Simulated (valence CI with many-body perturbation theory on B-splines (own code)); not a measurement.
Zr²⁵⁺: what the settings do

Calculated by relativistic CI+MBPT: five valence electrons over a frozen Dirac-Fock core [Ne], radial functions for each j: 6 s, 6 p, 5 d, 3 f, 1 g, with the one-electron correlation potential Σ1 (screened to all orders), the two-electron term Σ2, the three-electron term Σ3, Breit, model QED; selected single and double excitations, second order for the rest (own B-spline code, finite nucleus).

No measured levels were compared; by estimate levels of excited configurations hold to 0.05 to 0.15 % of their energy, terms of the ground configuration to about 0.5 %. Among the levels kept, up to 830 cm⁻¹ of a level comes from second order outside the variational space, and about a tenth of that is noise between levels of different J, which matters for small intervals.

The reference run has the lowest level (3s^2 3p1/2^2 3p3/2) J=3/2 and an ionisation energy of 1266.58 eV. Its largest variational space holds 10000 state functions.

Levels are named by their leading jj configuration (3d3/2^4 stands for four electrons in 3d with j = 3/2), which in mixed levels can hold well under half, so a name can repeat and another be missing. Letters in brackets count levels of one name in rising energy.

| Level | Reference (cm⁻¹) | Shift (cm⁻¹) |
| --- | --- | --- |
| (3s^2 3p1/2 3p3/2^2) J=3/2 | 123224 | -16 |
| (3s^2 3p1/2 3p3/2^2) J=5/2 | 162668 | -22 |
| (3s^2 3p1/2 3p3/2^2) J=1/2 | 216310 | -35 |
| (3s^2 3p3/2^3) J=3/2 | 334407 | -51 |
| (3s 3p1/2^2 3p3/2^2) J=5/2 | 644971 | -899 |
| (3s 3p1/2^2 3p3/2^2) J=3/2 [a] | 720507 | -807 |
| (3s 3p1/2^2 3p3/2^2) J=1/2 | 737989 | -902 |
| (3s 3p1/2 3p3/2^3) J=3/2 | 801012 | -529 |
| (3s 3p1/2 3p3/2^3) J=5/2 | 852670 | -723 |
| (3s^2 3p1/2^2 3d3/2) J=3/2 | 854314 | -329 |
| (3s^2 3p1/2^2 3d5/2) J=5/2 | 883892 | -67 |
| (3s^2 3p1/2 3p3/2 3d3/2) J=3/2 [a] | 902358 | -308 |

The ionisation energy moves by -0.0012 eV.

Which of these changes was made?
A. selection threshold (hartree) 2e-08 → 2e-07; scale of Σ2 1 → 0.8
B. selection threshold (hartree) 2e-08 → 2e-07
C. logarithmic knot step 0.27 → 1.1

C. logarithmic knot step 0.27 → 1.1.
